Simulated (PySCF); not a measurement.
# Orbital levels and atomic charges: [2.3]paracyclophane (C17H18)

System: [2.3]paracyclophane (C17H18), SMILES c1cc2ccc1CCCc1ccc(cc1)CC2.

Cartesian coordinates (Å):
```
  1 C     1.586   -0.144   -1.181
  2 C     1.255    1.196   -1.205
  3 C     1.024    1.891   -0.023
  4 C     1.326    1.254    1.174
  5 C     1.646   -0.091    1.196
  6 C     1.674   -0.832    0.024
  7 C     1.712   -2.335    0.050
  8 C     0.465   -2.966   -0.597
  9 C    -0.857   -2.760    0.164
 10 C    -1.308   -1.327    0.155
 11 C    -1.421   -0.598    1.330
 12 C    -1.555    0.778    1.298
 13 C    -1.577    1.460    0.089
 14 C    -1.670    0.710   -1.078
 15 C    -1.549   -0.665   -1.044
 16 C    -1.283    2.930    0.035
 17 C     0.269    3.188   -0.029
 18 H     1.706   -0.678   -2.113
 19 H     1.108    1.692   -2.154
 20 H     1.237    1.796    2.104
 21 H     1.803   -0.583    2.146
 22 H     2.587   -2.692   -0.501
 23 H     1.800   -2.682    1.081
 24 H     0.355   -2.574   -1.608
 25 H     0.640   -4.042   -0.676
 26 H    -1.615   -3.389   -0.313
 27 H    -0.740   -3.102    1.195
 28 H    -1.331   -1.100    2.283
 29 H    -1.567    1.334    2.225
 30 H    -1.772    1.212   -2.030
 31 H    -1.569   -1.223   -1.969
 32 H    -1.685    3.424    0.921
 33 H    -1.751    3.375   -0.843
 34 H     0.561    3.793    0.829
 35 H     0.496    3.751   -0.934
```

Method: LC-wPBE/6-31G*, gas phase, PySCF, fitting set def2-universal-JFIT up to Ne and JKFIT beyond, grid level 1.

(1) Give the orbital energies near the gap.

(2) Give the partial charges of the non-hydrogen atoms.

## Answers

(1) 
```csv
orbital,eV
HOMO-4,-11.25
HOMO-3,-10.14
HOMO-2,-9.27
HOMO-1,-8.47
HOMO,-8.06
LUMO,1.82
LUMO+1,2.05
LUMO+2,3.06
LUMO+3,3.57
```

(2) 
```tsv
atom	Mulliken	IAO	Hirshfeld
C1	-0.19	-0.15	-0.05
C2	-0.19	-0.15	-0.05
C3	0.11	0.01	0.00
C4	-0.19	-0.15	-0.05
C5	-0.20	-0.15	-0.05
C6	0.13	0.01	0.00
C7	-0.38	-0.26	-0.06
C8	-0.31	-0.24	-0.05
C9	-0.38	-0.26	-0.06
C10	0.13	0.01	0.00
C11	-0.20	-0.15	-0.05
C12	-0.19	-0.15	-0.05
C13	0.11	0.01	0.00
C14	-0.19	-0.15	-0.05
C15	-0.19	-0.15	-0.05
C16	-0.38	-0.26	-0.06
C17	-0.38	-0.26	-0.06
```
